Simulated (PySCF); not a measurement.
Geometry:
```
atom   x (Å)   y (Å)   z (Å)
  B1  -0.160   1.065  -0.196
  H2  -0.212   1.518  -1.326
  H3  -0.309   1.888   0.691
  N4   1.149   0.178   0.028
  B5   0.179  -1.079   0.200
  H6   0.328  -1.894  -0.693
  H7   0.234  -1.543   1.326
  N8  -1.130  -0.191  -0.015
  H9   1.694   0.416   0.851
 H10   1.780   0.132  -0.767
 H11  -1.754  -0.143   0.785
 H12  -1.682  -0.429  -0.834
```

Non-relativistic Hamiltonian, averaged over atoms made equivalent by symmetry, fast rotation or ring inversion, no solvent, one computed conformer. Geometry: PBE0-D3(BJ)/def2-SVP; NMR shieldings at KT2/pcSseg-1/GIAO; PySCF 2.14.0 with density-fitted response routines.

Referencing at the same level of theory: ¹H (31.18 ppm) against TMS; ¹¹B (99.90 ppm) against BF3·OEt2; ¹⁵N (264.30 ppm) against NH3.

```json
{"atoms": "B1/B5", "nucleus": "¹¹B", "count": "2", "δ (ppm)": "-9.9"}
{"atoms": "H9/H10/H11/H12", "nucleus": "¹H", "count": "4", "δ (ppm)": "?"}
{"atoms": "N4/N8", "nucleus": "¹⁵N", "count": "2", "δ (ppm)": "30.6"}
{"atoms": "H2/H3/H6/H7", "nucleus": "¹H", "count": "4", "δ (ppm)": "?"}
```

Q: Estimate the values marked ?.

A: 
- H2/H3/H6/H7: 3.73 ppm, hydrogen on a boron bonded to 2 N
- H9/H10/H11/H12: 1.66 ppm, hydrogen on a nitrogen bonded to 2 B

OH and NH positions are those of a molecule without intermolecular hydrogen bonds; in solution they move with solvent, concentration and temperature, and exchange usually removes their couplings. Hydrogens on boron are broadened and split by ¹¹B (spin 3/2, 80 %) and 10B (spin 3). Experimental scales use liquid or dissolved standards, which lie at an offset from isolated NH3 (liquid NH3: subtract about 20 ppm).
